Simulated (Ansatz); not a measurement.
`OC[SiH2]S` + `[NH2][SnH]([F])[Cl]` → `OC[SiH](S)Cl` + `[NH2][SnH2][F]`  (redistribution)

Isolated molecules relaxed with PBE0-D4/def2-TZVP in Ansatz; ΔE leaves out vibrations. CBS: MP2 limit from def2 TZ/QZ plus the TZ coupled-cluster correction, frozen cores. Elements past krypton have def2 core potentials. For Sn outer-core shells are correlated without core-valence functions, which leaves a few kJ/mol of doubt a bond. One conformer a species, not always the lowest.

```
              species  MP2/CBS(def2) energy (Eh)
          `OC[SiH2]S`                 -803.62562
`[NH2][SnH]([F])[Cl]`                 -830.13786
       `OC[SiH](S)Cl`                -1262.84698
     `[NH2][SnH2][F]`                 -370.92052
```

(1) Work out ΔE.

Largest T1 diagnostic among the species: 0.013.

Answers

(1) ΔE = (-1262.84698) + (-370.92052) − (-803.62562) − (-830.13786) = -0.00402 Eh = -2.5 kcal/mol. CCSD(T)/CBS gives -1.9 kcal/mol.

The D4 term adds −0.8 kcal/mol with B3LYP and −0.4 kcal/mol with PBE0; it sums over pairs of atoms, weighted by their polarisabilities, and B3LYP, whose exchange is more repulsive, gets the larger term. In def2-TZVPP, CCSD(T) changes the Hartree–Fock value by −2.7 kcal/mol (the triples alone add −0.2 kcal/mol) and MP2 by −3.3 kcal/mol.

B3LYP here is the variant with VWN-RPA as its local correlation; programs differ in this.
